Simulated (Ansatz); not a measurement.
Consider the formal exchange of groups at a Ge–S bond: `[F][GeH2][S][GeH3]` + `[SiH3][SiH3]` → `[F][GeH2][SiH2][SiH3]` + `[SH][GeH3]`.

Calculated with Ansatz (gas phase, PBE0-D4/def2-TZVP geometries, no zero-point term in ΔE). CCSD(T)/CBS is the MP2 limit (def2-TZVPP, def2-QZVPP) plus CCSD(T) − MP2 in def2-TZVPP, frozen cores. Functionals use def2-TZVPP. B3LYP here is the variant with VWN-RPA as its local correlation; programs differ in this. For Ge outer-core shells are correlated without core-valence functions, which leaves a few kJ/mol of doubt a bond. Scalar relativity is left out up to krypton. One conformer a species, not always the lowest.

Task: Is it downhill or uphill in electronic energy at CCSD(T)/CBS, and by how much? (Estimate.)

Result: The calculation gave: Uphill: ΔE = +43.2 kJ/mol.

Task: What do these levels give: r2SCAN-D4, B3LYP-D4, ωB97M-V, CCSD/def2-TZVPP, HF/def2-QZVPP, SCS-MP2/def2-QZVPP? (Estimate.)

Result: Computed: r2SCAN-D4 40.6, B3LYP-D4 39.7, ωB97M-V 42.8, CCSD/def2-TZVPP 42.4, HF/def2-QZVPP 49.2, SCS-MP2/def2-QZVPP 49.3 kJ/mol.

Largest T1 diagnostic among the species: 0.013.

From PBE to PBE0 (25 % exact exchange), in def2-TZVPP and without D4, ΔE moves by +3.1 kJ/mol.
